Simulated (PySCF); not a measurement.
Delta-SCF ions had no search for a lower state. Excitations are Tamm–Dancoff values on a coarser integration grid. The basis has no diffuse functions, so Rydberg states are missing or too high.

## C3H5Cl, SMILES `C1CC1Cl` (charge 0, multiplicity 1)

Method: PBE0-D3(BJ)/def2-TZVP (PySCF 2.14.0).

| Quantity | Value |
|---|---|
| HOMO | -7.76 eV |
| dipole moment | 1.91 D |
| HOMO–LUMO gap | 8.70 eV |
| LUMO | 0.93 eV |
| S1 excitation (TDA) | 7.01 eV |
| S1 oscillator strength | 0.000 |
| T1 excitation (TDA) | 6.23 eV |
| S1–T1 gap (TDA) | 0.78 eV |
| vertical ionisation energy (Delta-SCF) | 10.05 eV |
| total energy | -15708.08 eV |
| cost | roughly 80 core-seconds |

Bonds (Å): Cl1–C2 1.753, C2–C3 1.488, C2–C4 1.488, C2–H5 1.081, C3–C4 1.503, C3–H6 1.082, C3–H7 1.083, C4–H8 1.082, C4–H9 1.083. Angles (°): Cl1–C2–C3 119.3, Cl1–C2–C4 119.3, Cl1–C2–H5 111.2, C3–C2–C4 60.7, C3–C2–H5 119.1, C4–C2–H5 119.1, C2–C3–C4 59.7, C2–C3–H6 117.1, C2–C3–H7 117.6, C4–C3–H6 117.3, C4–C3–H7 119.1, H6–C3–H7 115.0, C2–C4–C3 59.7, C2–C4–H8 117.1, C2–C4–H9 117.6, C3–C4–H8 117.3, C3–C4–H9 119.1, H8–C4–H9 115.0.
Charge 0, spin multiplicity 1.
